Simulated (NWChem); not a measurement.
A series in which one site is exchanged, each optimised at PBE0/def2-SVP with NWChem, gas phase unless a solvent is named. def2 effective core potentials on Ag, I; no spin-orbit coupling.

A: [Cl][Ag] (AgCl; site = Cl)
B: [Ag][I] (AgI; site = I)
C: [Ag][F] (AgF; site = F)
D: [Ag][Ag] (Ag2; site = Ag)

Values for A:

| Property | Result |
|---|---|
| dipole (D), PBE0/def2-SVP | 5.32 |
| orbital gap (eV), PBE0/def2-SVP | 4.23 |
| vertical ionisation energy, ΔSCF, CAM-B3LYP/def2-SVP (eV) | 9.93 |
| static polarisability, CAM-B3LYP/def2-SVPD (bohr³) | 39.2 |
| lowest singlet excitation, CAM-B3LYP/def2-SVPD, TDA (eV) | 3.32 |

How do these values change for the other members?


```json
[
 {"change from A": "dipole (D), PBE0/def2-SVP", "B": "-0.32", "C": "+0.01", "D": "-5.32"},
 {"change from A": "orbital gap (eV), PBE0/def2-SVP", "B": "-0.62", "C": "+0.43", "D": "-0.91"},
 {"change from A": "vertical ionisation energy, ΔSCF, CAM-B3LYP/def2-SVP (eV)", "B": "-0.96", "C": "+0.68", "D": "-2.27"},
 {"change from A": "static polarisability, CAM-B3LYP/def2-SVPD (bohr³)", "B": "+26.1", "C": "-17.0", "D": "+52.3"},
 {"change from A": "lowest singlet excitation, CAM-B3LYP/def2-SVPD, TDA (eV)", "B": "-0.56", "C": "+0.23", "D": "-0.05"}
]
```
